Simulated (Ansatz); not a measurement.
Program: Ansatz. Geometries: PBE0-D4/def2-TZVP. ΔE: electronic, gas phase. CBS: MP2 limit from def2 TZ/QZ plus the TZ coupled-cluster correction, frozen cores. Functionals use def2-TZVPP. Each species was taken in one conformer, which may not be the lowest.

Reaction (substitution at a C–Si bond): `CO[SiH2]C[SiH3]` + `O[SiH2]O` → `O[SiH2]OC[SiH3]` + `CO[SiH3]`

Q: Is it downhill or uphill in electronic energy at CCSD(T)/CBS, and by how much? (Best estimate.)

A: Ansatz gave: Uphill: ΔE = +135.3 kJ/mol.

Q: What do these levels give: PBE-D4, r2SCAN, PBE0, CCSD/def2-TZVPP, HF/CBS(def2), MP2/CBS(def2)? (Best estimate.)

A: The calculation gave: PBE-D4 128.2, r2SCAN 133.7, PBE0 132.3, CCSD/def2-TZVPP 131.3, HF/CBS(def2) 118.2, MP2/CBS(def2) 144.2 kJ/mol.

Largest T1 diagnostic among the species: 0.012.

In def2-TZVPP, CCSD(T) changes the Hartree–Fock value by +13.5 kJ/mol (the triples alone add +0.9 kJ/mol) and MP2 by +22.5 kJ/mol. From PBE to PBE0 (25 % exact exchange), in def2-TZVPP and without D4, ΔE moves by +4.6 kJ/mol.
